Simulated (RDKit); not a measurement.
Job for RDKit: UFF on H2S (SMILES S).

```python
from rdkit import Chem
from rdkit.Chem import AllChem, rdDetermineBonds

blocks = [
'''3

S    -0.09462111    0.07228081    0.10211770
H     0.05622807    1.40178412    0.21974022
H    -1.39045405    0.12642748    0.45124834
''',
]
mol = None
for b in blocks:
    f = Chem.MolFromXYZBlock(b)
    rdDetermineBonds.DetermineBonds(f, charge=0)
    mol = f if mol is None else Chem.CombineMols(mol, f)
Chem.SanitizeMol(mol)
print(Chem.MolToSmiles(Chem.RemoveHs(mol)))
ff = AllChem.UFFGetMoleculeForceField(mol, vdwThresh=100.0, ignoreInterfragInteractions=False)
e = ff.CalcEnergy()
print(f'UFF energy {e:.6f} kcal/mol')
```

Program output:

```
S
UFF energy 1.890470 kcal/mol
```

The run finished.

Cost: about 0.04 core-seconds (a rough figure).
